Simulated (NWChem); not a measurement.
C₂H₃FO₂Si; SMILES O=C1OC[Si@H]1F

```xyz
9

O      1.3533    -1.8375     0.0966
C      0.4828    -1.0203     0.0000
O     -0.8767    -1.2964     0.1923
C     -1.5550    -0.0016     0.0702
Si     0.0823     0.8406    -0.4217
F      0.6563     2.0125     0.5667
H     -2.3594    -0.0684    -0.6897
H     -1.9932     0.2960     1.0448
H      0.2640     1.3277    -1.8290
```
Atoms are numbered in this order, from 1.

Level: PBE-D3(BJ)/def2-SVP (NWChem), optimised geometry, unscaled harmonic frequencies. 

```json
[
 {"frequency (cm⁻¹)": "108", "IR intensity (km/mol)": "7.5"},
 {"frequency (cm⁻¹)": "156", "IR intensity (km/mol)": "4.9"},
 {"frequency (cm⁻¹)": "236", "IR intensity (km/mol)": "5.7"},
 {"frequency (cm⁻¹)": "362", "IR intensity (km/mol)": "4.5"},
 {"frequency (cm⁻¹)": "478", "IR intensity (km/mol)": "6.4"},
 {"frequency (cm⁻¹)": "538", "IR intensity (km/mol)": "19.3"},
 {"frequency (cm⁻¹)": "626", "IR intensity (km/mol)": "5.1"},
 {"frequency (cm⁻¹)": "668", "IR intensity (km/mol)": "16.8"},
 {"frequency (cm⁻¹)": "725", "IR intensity (km/mol)": "37.5"},
 {"frequency (cm⁻¹)": "753", "IR intensity (km/mol)": "36.0"},
 {"frequency (cm⁻¹)": "803", "IR intensity (km/mol)": "4.1"},
 {"frequency (cm⁻¹)": "909", "IR intensity (km/mol)": "144.5"},
 {"frequency (cm⁻¹)": "923", "IR intensity (km/mol)": "136.4"},
 {"frequency (cm⁻¹)": "993", "IR intensity (km/mol)": "140.7"},
 {"frequency (cm⁻¹)": "1132", "IR intensity (km/mol)": "2.2"},
 {"frequency (cm⁻¹)": "1196", "IR intensity (km/mol)": "7.7"},
 {"frequency (cm⁻¹)": "1405", "IR intensity (km/mol)": "5.5"},
 {"frequency (cm⁻¹)": "1862", "IR intensity (km/mol)": "303.4"},
 {"frequency (cm⁻¹)": "2184", "IR intensity (km/mol)": "110.5"},
 {"frequency (cm⁻¹)": "3005", "IR intensity (km/mol)": "11.0"},
 {"frequency (cm⁻¹)": "3070", "IR intensity (km/mol)": "4.0"}
]
```

The zero-point energy is 31.6 kcal/mol and the thermal correction to the enthalpy at 298.15 K (with zero-point energy) comes out as 36.1 kcal/mol. The heat capacity Cv comes out as 21.6 cal/(mol K). The entropy at 298.15 K and 1 atm (symmetry number 1) is 79.1 cal/(mol K) and the dipole moment comes out as 3.45 D.

Rigid rotor and harmonic oscillator.
